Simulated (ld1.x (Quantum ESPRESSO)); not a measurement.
**What one change does to a pseudopotential (In, RRKJ)**

ld1.x (Quantum ESPRESSO) 7.5 input, shortened:

```
&input
   title='In', zed=49., rel=1, dft='PZ', iswitch=3,
   config='[Kr] 4d10 5s0 5p0'
 /
 &inputp
   pseudotype=2, tm=.false., lloc=0,
   nlcc=.true., rcore=0.60
 /
3
4P  2  1   6.00   0.00  1.55  1.55  0.0
4D  3  2  10.00   0.00  1.60  1.60  0.0
4S  1  0   2.00   0.00  1.05  1.05  0.0
 &test
   configts(1)='4s2 4p6 4d10 5s0 5p0'
 /
```

All-electron outer shells of the reference configuration (LDA (PZ), scalar-relativistic, ld1.x):

```csv
shell,level (eV),outermost node (bohr),outermost maximum (bohr)
3d,-462.82,–,0.26
4s,-149.25,0.41,0.77
4p,-107.82,0.42,0.82
4d,-48.12,0.40,0.92
5s,-33.39,1.02,1.98
5p,-24.79,1.12,2.30
```

Change: core [Kr], valence charge 13; reference 4d10 5s2 5p1; waves now 5p (bound): rc 2.85 bohr; 4d (bound): rc 1.30 bohr; 5s (bound): rc 2.10 bohr; core correction none.

Cutoffs: the cutoffs (Ry, on a coarse ladder) from which the occupation-weighted sum of valence levels, in a spherical-Bessel basis at the reference potential, stays within 10 and 1 mRy of its value at 400 Ry; they do not see the model core or the augmentation charge, which bear on the density cutoff. Errors are all-electron minus pseudo energies relative to the spin-unpolarised reference configuration.

Q: What does the change do?

A: The potential gets softer (140 Ry and 230 Ry → 80 Ry and 90 Ry); neither file shows a bound ghost. The shells moved into the core no longer need plane waves of their own. Several settings change at once here, so the effects cannot be laid on one of them.

| quantity | base | changed |
| --- | --- | --- |
| cutoff, loose | 140 Ry | 80 Ry |
| cutoff, tight | 230 Ry | 90 Ry |
| loose cutoff by channel (10 mRy a level) | p 40 Ry, d 55 Ry, s 140 Ry | p 8 Ry, d 70 Ry, s 8 Ry |
| bound ghosts | none | none |
| largest error over its own tests, meV | +1724 | -283 |
